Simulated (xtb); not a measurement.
ClCu, charge +1, quartet, at a GFN2-xTB geometry of the parent state (such geometries of metal compounds can be far from the true shape) (a state made from the parent by changing its charge; the spin is typed, not shown lowest); xtb with GFN0-xTB.

Here is a job for xtb.
```
$ xtb mol.xyz --gfn 0 --chrg 1 --uhf 3 --json

# file mol.xyz
2

Cu    -0.00000000    -0.00000000    -0.75781346
Cl     0.00000000     0.00000000     1.29274060
```

Output, abridged:

```
   ID    Z sym.   atoms
    1   29 Cu     1
    2   17 Cl     2

           -------------------------------------------------
          |                Calculation Setup                |
           -------------------------------------------------

           -------------------------------------------------
          |                 G F N 0 - x T B                 |
           -------------------------------------------------

          ...................................................
          :                      SETUP                      :
          :.................................................:
          :  # basis functions                  20          :
          :  # atomic orbitals                  18          :
          :  # shells                            6          :
          :  # electrons                        17          :
          :  electronic temp.          300.0000000     K    :
          :  accuracy                    1.0000000          :
          :  -> integral cutoff          0.2500000E+02      :
          :  -> integral neglect         0.1000000E-07      :
          ...................................................

         :::::::::::::::::::::::::::::::::::::::::::::::::::::
         ::                     SUMMARY                     ::
         :::::::::::::::::::::::::::::::::::::::::::::::::::::
         :: total energy              -6.860281070069 Eh    ::
         :: gradient norm              0.042125707240 Eh/a0 ::
         :: HOMO-LUMO gap              4.291299628906 eV    ::
         ::.................................................::
         :: H0 energy                 -8.311149345143 Eh    ::
         :: repulsion energy           0.004795826858 Eh    ::
         :: electrostat energy         1.446259252904 Eh    ::
         :: -> Gsolv                   0.000000000000 Eh    ::
         ::    -> Gsasa                0.000000000000 Eh    ::
         ::    -> Gshift               0.000000000000 Eh    ::
         :: dispersion energy         -0.000186804687 Eh    ::
         :: short-range corr.          0.000000000000 Eh    ::
         :: add. restraining           0.000000000000 Eh    ::
         :: total charge               1.000000000000 e     ::
         :::::::::::::::::::::::::::::::::::::::::::::::::::::

           -------------------------------------------------
          |                Property Printout                |
           -------------------------------------------------

[...]
         5        1.9997           -0.4142685             -11.2728
         6        1.9997           -0.4142685             -11.2728
         7        1.4838           -0.4063618             -11.0577
         8        1.4838           -0.4063618             -11.0577
         9        1.0329           -0.4032122             -10.9720
        10        1.0000           -0.2664219              -7.2497 (HOMO)
        11                         -0.1087195              -2.9584 (LUMO)
        12                         -0.1087195              -2.9584
        13                         -0.0645956              -1.7577
        14                         -0.0645956              -1.7577
        15                         -0.0627835              -1.7084
        16                         -0.0316397              -0.8610
        17                         -0.0316397              -0.8610
        18                          0.4654241              12.6648
      -------------------------------------------------------------
                  HL-Gap            0.1577024 Eh            4.2913 eV
             Fermi-level            0.0000000 Eh            0.0000 eV

     #   Z          covCN         q      C6AA      α(0)
     1  29 Cu       0.801     0.627   162.365    28.668
     2  17 Cl       0.801     0.373    86.914    14.250

 Mol. C6AA /au·bohr⁶  :        475.731871
 Mol. C8AA /au·bohr⁸  :      30169.222248
 Mol. α(0) /au        :         42.918263

Wiberg/Mayer (AO) data.
largest (>0.10) Wiberg bond orders for each atom

 ---------------------------------------------------------------------------
     #   Z sym  total        # sym  WBO       # sym  WBO       # sym  WBO
 ---------------------------------------------------------------------------
     1  29 Cu   0.906 --     2 Cl   0.906
     2  17 Cl   0.906 --     1 Cu   0.906
 ---------------------------------------------------------------------------

Topologies differ in total number of bonds
Writing topology from bond orders to xtbtopo.mol

 dipole moment from electron density (au)
     X       Y       Z
   0.0000   0.0000  -2.8168  total (Debye):    7.160

           -------------------------------------------------
          | TOTAL ENERGY               -6.860281070069 Eh   |
          | GRADIENT NORM               0.042125707240 Eh/α |
          | HOMO-LUMO GAP               4.291299628906 eV   |
           -------------------------------------------------

normal termination of xtb
```
